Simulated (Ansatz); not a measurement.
Wavefunction ladder for C2H8O3Si2, SMILES `C=C[SiH](O)O[SiH2]O`

```xyz
15

C    -1.7531   -1.7184   -1.2747
C    -0.9982   -0.7801   -1.8392
Si    0.3558    0.0821   -0.9328
O     0.0879    1.6963   -1.0536
O     0.3442   -0.4023    0.6385
Si    0.5268    0.3774    2.0588
O     1.5638    1.6497    1.8931
H    -2.5439   -2.2299   -1.8166
H    -1.6107   -2.0123   -0.2389
H    -1.1799   -0.5231   -2.8815
H     1.6983   -0.2494   -1.4784
H     0.7082    2.2734   -0.6019
H     1.0591   -0.5993    3.0399
H    -0.7584    0.9633    2.4927
H     2.5000    1.4724    1.9945
```

Total charge 0; spin multiplicity 1. Geometry: relaxed with PBE0-D4/def2-TZVP. It is one conformer, not always the lowest. Frozen core, restricted reference, Ansatz. CBS rows extrapolate triple and quadruple zeta; past MP2 they add the triple-zeta difference.

```
     basis     HF (Eh)  MP2 corr.  CCSD corr.       (T)  CCSD(T) total
def2-TZVPP  -883.20965   -1.27316    -1.31948  -0.05037     -884.57950
def2-QZVPP  -883.24351   -1.37173           –         –              –
 CBS(def2)  -883.24818   -1.44475    -1.49107     as TZ     -884.78962
```
